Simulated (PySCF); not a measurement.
Species: C5H9F2O2 (doublet state).
Z-matrix (Å and degrees, GFN2-xTB geometry), rows numbered from 1:
```
C 
O   1  1.4050
C   2  1.4360  1  112.92
C   3  1.4786  2  110.43  1   177.86
C   4  1.4809  3  123.24  2   -94.16
O   4  1.3888  3  121.16  2    74.77
C   6  1.3492  4  118.95  3   -16.19
F   7  1.3649  6  111.53  4    83.41
F   7  1.3418  6  108.01  4  -161.23
H   1  1.0880  2  106.46  3   179.89
H   1  1.0964  2  111.15  3   -60.90
H   1  1.0968  2  111.22  3    60.55
H   3  1.1025  2  108.42  1   -59.93
H   3  1.0986  2  109.00  1    58.01
H   5  1.0940  4  110.86  3    57.89
H   5  1.0855  4  109.24  3   177.98
H   5  1.0912  4  111.11  3   -61.41
H   7  1.1043  6  114.80  4   -39.08
```

The hyperfine couplings belong to this conformer and change with its torsions.

Identity: `COC[C](C)OC(F)F` [radical].

Theory: UKS B3LYP, pcH-1 on C F H O, non-relativistic, mean-field spin-orbit, GIAO (PySCF 2.14.0). Isolated species at its GFN2-xTB geometry (one conformer only). Couplings are sensitive to structure, and on GFN2-xTB geometries they can be far from those on DFT ones. The SCF solution wasn't tested for stability.

(1) Break the g tensor into its mass correction, gauge correction and orbital-Zeeman/spin–orbit terms.

(2) What are the electron Larmor frequencies g μB B/h along the three axes at 3350 mT?

(3) What effective moment and Curie constant follow for a powder?

(4) Average each term over the three axes. Which is largest in size?

(5) In a frozen sample, at which fields do the three g values resonate at 9.5, 34, 94 and 263 GHz (hyperfine left aside), and which band first spreads them over more than twice a line width of 0.5 mT?

## Answers

(1) 
| Δg (ppm) | 1 | 2 | 3 |
| --- | --- | --- | --- |
| relativistic mass correction | -194 | -194 | -194 |
| gauge correction | 1 | 47 | 44 |
| orbital Zeeman/spin–orbit | -180 | 848 | 1225 |
| total | -373 | 700 | 1075 |

So g = 2.00195, 2.00302, 2.00339 and g_iso = 2.00279; the tensor is rhombic: the two nearest values differ by 26 % of g3 − g1. Axes: g2 points within 4° of the C4–O6 bond.

(2) 93.8661, 93.9164, 93.9340 GHz for g1, g2 and g3, a range of 67.9 MHz.

(3) With the mean of g² = 4.0112 and S(S+1) = 0.75: μ_eff = √(⟨g²⟩S(S+1)) = 1.734 μB and χT = 0.12505·⟨g²⟩·S(S+1) = 0.376 cm³ K/mol (cgs; spin-Hamiltonian part alone).

(4) The orbital-Zeeman/spin–orbit term 631, the mass correction -194 and the gauge correction 31 ppm, for a total of 468 ppm. The orbital-Zeeman/spin–orbit term is the largest in size. The mass correction is the same along every axis, so the anisotropy comes from the other two: their spans along these axes are 46 (gauge) and 1405 ppm (orbital Zeeman/spin–orbit).

(5) 
```tsv
band	GHz	B(g3) mT	B(g2) mT	B(g1) mT	spread mT
X	9.5	338.80	338.87	339.05	0.25
Q	34.0	1212.55	1212.78	1213.43	0.88
W	94.0	3352.35	3352.98	3354.78	2.43
J	263.0	9379.46	9381.21	9386.24	6.79
```

The spread grows in proportion to the frequency. W band is the first where it exceeds 1.0 mT.

The Mulliken spin populations are largest on C4 (+0.89), C5 (-0.08) and O6 (+0.06). No atom but C4 exceeds +0.15. The positive populations add up to 1.11 and the negative ones to -0.11, together 2S = 1. The angles at C4 add up to 359.2°, so it is planar.

The HOMO–LUMO gaps are 6.20 eV among the α and 5.91 eV among the β orbitals.

On one thread of an Arm Neoverse V1, shared host with 32 logical CPUs at a one-minute load of 8.6, this took 1.7 min wall (with the writing of density and orbital grids) and 0.99 GiB of memory at its peak.
